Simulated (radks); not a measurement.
Neutral copper inside a hard spherical wall (all orbitals vanish at R), configuration held at [Ar] 3d10 4s1 and not refilled when levels cross. Calculated with a radial shooting solver on a logarithmic mesh with Libxc functionals: non-relativistic Kohn-Sham, PBE, spin-polarised, spherical densities, point nucleus; open shells are filled with parallel spins first. Eigenvalues in eV for spin up, with the zero of energy where the potential of the charges vanishes at infinity; a dash marks a level that is unbound or too diffuse for the functional's potential to be trusted. A positive occupied level is held by the wall or, in an anion where self-interaction has pushed it up, behind a barrier. The pressure on the wall is -dE/dV.

| R (bohr) | E (hartree) | kinetic (hartree) | e(3s) | e(3p) | e(3d) | e(4s) | e(4p, empty) | e(5s, empty) | pressure (GPa) |
|---|---|---|---|---|---|---|---|---|---|
| free | -1640.29880 | 1639.107 | -110.86 | -71.027 | -5.226 | -4.828 | -0.969 | - | 0 |
| 20 | -1640.29880 | 1639.107 | -110.86 | -71.027 | -5.226 | -4.828 | -0.968 | - | < 0.0001 |
| 15 | -1640.29880 | 1639.107 | -110.86 | -71.027 | -5.226 | -4.828 | -0.959 | 0.243 | < 0.0001 |
| 12 | -1640.29878 | 1639.107 | -110.86 | -71.024 | -5.224 | -4.826 | -0.916 | 0.731 | 0.000374 |
| 7 | -1640.29287 | 1639.146 | -110.54 | -70.708 | -4.920 | -4.511 | 0.072 | 6.284 | 0.317 |
| 4 | -1640.09603 | 1639.957 | -106.57 | -66.770 | -1.187 | 0.811 | 8.368 | 37.988 | 39.0 |
| 3 | -1639.45597 | 1642.187 | -99.479 | -59.823 | 5.677 | 13.258 | 24.275 | 88.791 | 343 |
| 2.5 | -1638.35565 | 1645.830 | -91.382 | -51.884 | 14.055 | 31.241 | 45.491 | 149.74 | 1310 |
| 1.5 | -1622.23537 | 1697.473 | -33.567 | 7.895 | 81.742 | 216.02 | 238.16 | 616.12 | 53100 |
